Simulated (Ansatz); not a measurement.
`C[SiH]1NC1(F)F`, 11 atoms. Charge 0, multiplicity 1. All runs use 4 threads of an Arm Neoverse V2 on a shared host. Correlated methods freeze the cores.

(1) How many basis functions does each run have, and how long does it take in Ansatz? RHF-MP2/def2-QZVPP energy; direct RPA on PBE orbitals/def2-TZVPP energy; RKS CAM-B3LYP-D4/def2-TZVPP energy; RKS r2SCANh-D4/def2-TZVPP energy; RHF-CCSD(T)/def2-SVP energy; RKS PBE0-D4/def2-SVP energy; RKS PBE0-D4/def2-QZVPP energy; RKS ωB97M-V/def2-SVP energy; RKS PBE0-D4/def2-TZVP frequencies; RKS ωB97M-V/def2-QZVPP energy; RKS PBE0-D4/def2-TZVP relaxation (14 steps); RHF-CCSD(T)/def2-TZVPP energy. (Estimate.)

Answers

(1) The calculation gave: Other jobs shared the machine, so times are rough.

```tsv
level	job	functions	wall time	peak host memory (GiB)
RKS PBE0-D4/def2-SVP	energy	113	1.1 s	0.26
RKS CAM-B3LYP-D4/def2-TZVPP	energy	267	3.6 s	0.78
RKS ωB97M-V/def2-SVP	energy	113	4.2 s	0.36
RKS r2SCANh-D4/def2-TZVPP	energy	267	5.5 s	0.71
direct RPA on PBE orbitals/def2-TZVPP	energy	267	6.5 s	0.67
RHF-CCSD(T)/def2-SVP	energy	113	8.5 s	0.62
RKS PBE0-D4/def2-QZVPP	energy	505	9 s	1.9
RKS ωB97M-V/def2-QZVPP	energy	505	21 s	2.2
RHF-MP2/def2-QZVPP	energy	505	24 s	3.3
RKS PBE0-D4/def2-TZVP	relaxation (14 steps)	222	53 s	0.6
RKS PBE0-D4/def2-TZVP	frequencies	222	2.9 min	0.6
RHF-CCSD(T)/def2-TZVPP	energy	267	4.7 min	7.2
```
